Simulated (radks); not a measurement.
Values are calculated unless marked as measured or tabulated.
The carbon ion C2+, configuration [He] 2s2.

Level of theory: scalar-relativistic Kohn-Sham, PBE, spin-polarised, spherical densities, finite nucleus; Fermi nuclear charge, rms radius 2.4702 fm (a radial shooting solver on a logarithmic mesh with Libxc functionals).

Energy parts (eV):
part                     energy
total                  -992.616
kinetic                 991.154
electron-nucleus      -2192.737
Hartree                 327.696
exchange-correlation   -118.729

Orbitals (lengths in bohr, moments of r in powers of bohr):
orbital,occ.,eigenvalue (eV),<r>
1s,2,-308.5431,0.2701
2s,2,-40.3789,1.361

The highest occupied level is 2s at -40.379 eV. The density falls to 0.001 e/bohr^3 at r = 2.79 bohr. Summed over all electrons, <r^2> = 4.566 bohr^2, which gives a Langevin (diamagnetic) susceptibility term of -3.62 x 10^-6 cm^3/mol.
